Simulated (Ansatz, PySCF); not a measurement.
Gas-phase reaction R1 + 2 R2 → 3 P1, each structure at its B3LYP-D3(BJ)/def2-TZVP stationary point, reached from a drawn start (curvature not checked).
R1, BCl3 (SMILES ClB(Cl)Cl) (charge 0, multiplicity 1):
```xyz
4

B      0.000     0.000     0.000
Cl    -1.154     1.298    -0.173
Cl     0.250    -1.126    -1.310
Cl     0.904    -0.172     1.483
```
P1, BClF2 (SMILES FB(F)Cl) (charge 0, multiplicity 1, Z-matrix in Å and degrees):
```
B
F 1 1.3147
F 1 1.3147 2 119.00
Cl 1 1.7478 2 120.50 3 -180.00
```
R2, BF3 (SMILES FB(F)F) (charge 0, multiplicity 1):
| atom | x (Å) | y (Å) | z (Å) |
|---|---|---|---|
| B | 0.0000 | 0.0000 | 0.0000 |
| F | 1.3016 | -0.1857 | 0.0494 |
| F | -0.4854 | 1.2084 | -0.1873 |
| F | -0.8161 | -1.0226 | 0.1379 |

```
level                                  reaction energy (kJ/mol)  minus CCSD(T)/CBS(cc-pV(T+d)Z, cc-pV(Q+d)Z)
-------------------------------------  ------------------------  -------------------------------------------
PBE/def2-TZVPP                                              2.2                                         -8.2
PBE-D3(BJ)/def2-TZVPP                                       4.8                                         -5.6
PBE-D4/def2-TZVPP                                           4.4                                         -6.0
BLYP/def2-TZVPP                                            -0.8                                        -11.2
PBE0/def2-TZVPP                                             5.1                                         -5.3
PBE0-D4/def2-TZVPP                                          7.0                                         -3.4
CAM-B3LYP/def2-TZVPP                                       -0.3                                        -10.7
wB97M-V/def2-TZVPP                                          3.0                                         -7.4
MP2/cc-pV(T+d)Z                                            13.5                                          3.1
MP2/cc-pV(Q+d)Z                                            15.4                                          5.0
MP2/CBS(cc-pV(T+d)Z, cc-pV(Q+d)Z)                          16.3                                          5.9
SCS-MP2/cc-pV(D+d)Z                                         9.7                                         -0.7
CCSD/cc-pV(Q+d)Z                                            8.6                                         -1.8
CCSD(T)/CBS(cc-pV(T+d)Z, cc-pV(Q+d)Z)                      10.4                                          0.0
```

 The comparison column counts from a level with limits of its own.

P less R. No zero-point or thermal terms.

Frozen-core correlation throughout. CBS: X⁻³ extrapolation of the correlation energy, Hartree–Fock from the larger set.

The values were computed with Ansatz (Gaussian orbitals); PySCF for the D3/D4 terms. Each number belongs to the level named beside it.

Ansatz is a program for electronic structure.
